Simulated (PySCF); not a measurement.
## Ag (silver, neutral) across methods

[Kr] 4d9 5s2, 2D determinant (an excited configuration). All numbers are calculated (PySCF 2.14, scalar relativity by spin-free X2C-1e, in x2c-QZVPPall).

```json
{"method": "PBE", "E (hartree)": "-5314.91", "mean ε 4d β (eV)": "-10.347", "mean ε 5s α (eV)": "-5.648", "mean ε 5s β (eV)": "-5.437", "Σ⟨r²⟩ (bohr²)": "52.13", "⟨S²⟩": "0.751"}
{"method": "CAM-B3LYP", "E (hartree)": "-5315.60", "mean ε 4d β (eV)": "-13.763", "mean ε 5s α (eV)": "-7.530", "mean ε 5s β (eV)": "-7.334", "Σ⟨r²⟩ (bohr²)": "52.29", "⟨S²⟩": "0.751"}
{"method": "PBE0", "E (hartree)": "-5314.97", "mean ε 4d β (eV)": "-12.346", "mean ε 5s α (eV)": "-6.334", "mean ε 5s β (eV)": "-6.107", "Σ⟨r²⟩ (bohr²)": "52.16", "⟨S²⟩": "0.751"}
{"method": "r2SCANh", "E (hartree)": "-5315.30", "mean ε 4d β (eV)": "-11.493", "mean ε 5s α (eV)": "-6.095", "mean ε 5s β (eV)": "-5.898", "Σ⟨r²⟩ (bohr²)": "51.91", "⟨S²⟩": "0.752"}
{"method": "UHF", "E (hartree)": "-5312.74241", "mean ε 4d β (eV)": "-17.563", "mean ε 5s α (eV)": "-7.640", "mean ε 5s β (eV)": "-7.320", "Σ⟨r²⟩ (bohr²)": "53.97", "⟨S²⟩": "0.753"}
{"method": "r2SCAN", "E (hartree)": "-5315.31", "mean ε 4d β (eV)": "-10.736", "mean ε 5s α (eV)": "-5.821", "mean ε 5s β (eV)": "-5.633", "Σ⟨r²⟩ (bohr²)": "51.86", "⟨S²⟩": "0.752"}
{"method": "BLYP", "E (hartree)": "-5315.50", "mean ε 4d β (eV)": "-10.196", "mean ε 5s α (eV)": "-5.604", "mean ε 5s β (eV)": "-5.433", "Σ⟨r²⟩ (bohr²)": "52.29", "⟨S²⟩": "0.751"}
```

(1) Estimate the same row for LDA.

Answers

(1) E (hartree) = -5309.82; mean ε 4d β (eV) = -10.490; mean ε 5s α (eV) = -5.924; mean ε 5s β (eV) = -5.727; Σ⟨r²⟩ (bohr²) = 51.74; ⟨S²⟩ = 0.751.
